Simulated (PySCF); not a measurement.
Species: BCl2H5Si2.
Structure used (PBE0-D3(BJ)/def2-SVP), in Å, numbered top down from 1:
```xyz
10
BCl2H5Si2 angstrom
Si    -1.627   -0.260    0.303
Si     0.433   -0.387   -0.824
B      1.736    0.678    0.283
Cl     2.128    2.336   -0.107
Cl     2.417   -0.022    1.736
H     -1.479   -0.852    1.667
H     -2.691   -1.001   -0.441
H     -2.035    1.172    0.441
H      0.286    0.168   -2.205
H      0.848   -1.823   -0.898
```

Lines to be assigned: B 1s: 198.01 eV; Si 1s: 1846.18 (area 1), 1846.41 (area 1) eV; Si 2p3/2: 106.51 (area 1), 106.72 (area 1) eV; Cl 1s: 2829.09 eV; Cl 2p3/2: 206.52 eV.

Computed, not measured: PySCF 2.14.0, delta-SCF UKS SCAN, pcX-2 on the ionised atom, pcseg-1 elsewhere, spin-free X2C. The structure is a single PBE0-D3(BJ)/def2-SVP conformer in the gas phase; no vibrational or solvent corrections.

Problem. Order the silicon atoms by Si 1s binding energy.

Solution. 1846.18 eV: Si2 (SiH2 silicon); 1846.41 eV: Si1 (SiH3 silicon). The 2 Si 1s values lie within 0.23 eV of each other; Gaussian lines of 0.5 eV full width would blend them into one maximum.

Problem. Which silicon gives which Si 2p3/2 line?

Solution. 106.51 eV: Si2 (SiH2 silicon); 106.72 eV: Si1 (SiH3 silicon). The 2 Si 2p3/2 values lie within 0.21 eV of each other.

Bonded neighbours of each site: Si1: 3 H and Si; Si2: 2 H, B and Si; B3: 2 Cl and Si; Cl4/Cl5: B.

Problem. Which photon energy gives electrons from Si 1s of Si2 a kinetic energy of 50 eV, and what is their de Broglie wavelength?

Solution. hν = 1846.18 + 50 = 1896.18 eV, recoil neglected; λ = 12.264 Å/√(E/eV) = 1.73 Å.

Topologically equivalent atoms share the value of their first member; where this conformer doesn't relate them by symmetry, their own values could differ. Spin contamination (⟨S²⟩ against 0.75 for a pure doublet) is marked for B 1s of B3 (0.86), which makes this value less certain. 2p3/2 and 2p1/2 are the ΔSCF energy of one spin-free 2p hole plus the eigenvalues of a spin–orbit and ligand-field matrix of the shell. 2p1/2 minus 2p3/2 (ligand field included): Si 0.62 eV, Cl 1.65 eV.

The run took 36 s of wall time on one thread, Arm Neoverse V1, shared host.
